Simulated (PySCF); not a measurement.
# Basis-set dependence of KS at PBE0

PySCF, UKS reference; doublet, unpaired electrons π ↑; De to K + S without counterpoise correction.

```tsv
basis	relativity	functions	Re (Å)	ωe (cm⁻¹)	De (eV)	μ (D)
x2c-SVPall	spin-free X2C	42	2.821	259	2.45	-9.54
def2-SVPD	no relativity	54	2.857	253	2.69	-10.60
x2c-TZVPPall	spin-free X2C	75	2.828	254	2.59	-10.01
```

Task: How does each smaller set differ from the one with most functions, x2c-TZVPPall?

Result: x2c-SVPall: -0.7 pm, +2.0 % in ωe, -0.14 eV in De; def2-SVPD: +2.9 pm, -0.4 % in ωe, +0.10 eV in De. All at PBE0; the set with most functions is neither the basis-set limit nor always the best. The rows treat relativity differently, so the differences are not basis effects alone.

A positive dipole means K(−)S(+). The state is the lowest determinant that a PBE0 search found; another state may lie lower at other levels.
